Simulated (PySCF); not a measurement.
Compound: C5H12Si.
SMILES with atom numbers: `[CH3:1][SiH:2]1[CH2:3][CH2:4][CH2:5][CH2:6]1` (hydrogens: H7, H8, H9 on C1; H10 on Si2; H11, H12 on C3; H13, H14 on C4; H15, H16 on C5; H17, H18 on C6)

Structure used (PBE0-D3(BJ)/def2-SVP), in Å, numbered top down from 1:
```
atom  x, y, z in Å
C1     2.4175    0.6470   -0.3658
Si2    0.8548    0.3721    0.6423
C3    -0.5707    1.5637    0.2266
C4    -1.5767    0.6816   -0.5321
C5    -1.5544   -0.7276    0.0692
C6    -0.0951   -1.2002    0.1505
H7     2.8869    1.6138   -0.1261
H8     2.1846    0.6400   -1.4424
H9     3.1587   -0.1446   -0.1721
H10    1.1962    0.4022    2.1024
H11   -1.0163    1.9400    1.1629
H12   -0.2612    2.4469   -0.3538
H13   -1.2805    0.6175   -1.5947
H14   -2.5936    1.1076   -0.5209
H15   -1.9861   -0.6889    1.0856
H16   -2.1862   -1.4214   -0.5104
H17    0.2557   -1.5189   -0.8474
H18    0.0428   -2.0578    0.8259
```

All values: PBE0/pcSseg-1 and CAM-B3LYP/def2-SVPD (PySCF, non-relativistic), on one gas-phase PBE0-D3(BJ)/def2-SVP geometry that isn't relaxed in the solvent. The solvent is an IEF-PCM continuum (cavity from Bondi-type radii × 1.2). Only the electrostatic response of the medium enters.

Gas phase at PBE0/pcSseg-1: HOMO -7.88 eV, LUMO 1.29 eV, dipole 0.51 D.

What does the continuum do to the energy, the frontier levels and the dipole at PBE0/pcSseg-1 in chloroform and water?

```json
{"solvent": "chloroform", "ε": "4.711", "E(solvent) − E(gas) (kJ/mol)": "-2.91", "polarisation term (kJ/mol)": "-3.06", "distortion of the solute (kJ/mol)": "0.15", "HOMO (eV)": "-7.79", "LUMO (eV)": "1.40", "dipole (D)": "0.64"}
{"solvent": "water", "ε": "78.36", "E(solvent) − E(gas) (kJ/mol)": "-4.16", "polarisation term (kJ/mol)": "-4.50", "distortion of the solute (kJ/mol)": "0.34", "HOMO (eV)": "-7.78", "LUMO (eV)": "1.43", "dipole (D)": "0.72"}
```

The first energy column is the sum of the next two and covers electrostatics alone. From chloroform to water the lowering changes by a factor 1.43, Onsager's factor (ε − 1)/(2ε + 1) by 1.38 and ε itself by 16.6.

Give the dipole vector in the frame of the coordinates (D, pointing from negative to positive charge), gas and water.

Gas (0.05, 0.02, -0.50), solvent (0.07, 0.03, -0.72). Its length changes by +43 % and its direction by less than 1°.

Which Hirshfeld charges (PBE0/pcSseg-1) respond most in chloroform (means over atoms taken as equivalent)?

```tsv
atoms	environment	gas (e)	solvent (e)	change
H10	Si–H hydrogen	-0.093	-0.098	-0.005
H7/H8/H9	methyl hydrogen	+0.042	+0.043	+0.001
H12/H17	methylene hydrogen	+0.034	+0.035	+0.001
C1	Si-methyl carbon	-0.213	-0.214	-0.001
H13/H16	methylene hydrogen	+0.034	+0.035	+0.001
C4/C5	ring CH2 carbon	-0.069	-0.069	0.000
```

Gas phase at CAM-B3LYP/def2-SVPD: HOMO -9.19 eV, LUMO 1.32 eV, dipole 0.49 D.

What does the continuum do to the energy, the frontier levels and the dipole at CAM-B3LYP/def2-SVPD in chloroform?

| solvent | ε | E(solvent) − E(gas) (kJ/mol) | polarisation term (kJ/mol) | distortion of the solute (kJ/mol) | HOMO (eV) | LUMO (eV) | dipole (D) |
| --- | --- | --- | --- | --- | --- | --- | --- |
| chloroform | 4.711 | -2.84 | -3.02 | 0.18 | -9.08 | 1.44 | 0.64 |

How does the static polarisability (CAM-B3LYP/def2-SVPD, frozen core, with the continuum's full static response) change?

```tsv
medium	isotropic (au)	principal values (au)	⟨r²⟩ of the electrons (bohr²)
gas	84.0	76.5, 81.4, 94.1	803.5
chloroform	105.0	97.9, 102.1, 115.1	803.6
```

The isotropic value in chloroform is 1.25 times the gas-phase one; no cavity-field correction is applied. ⟨r²⟩ is taken about the centre of nuclear charge.
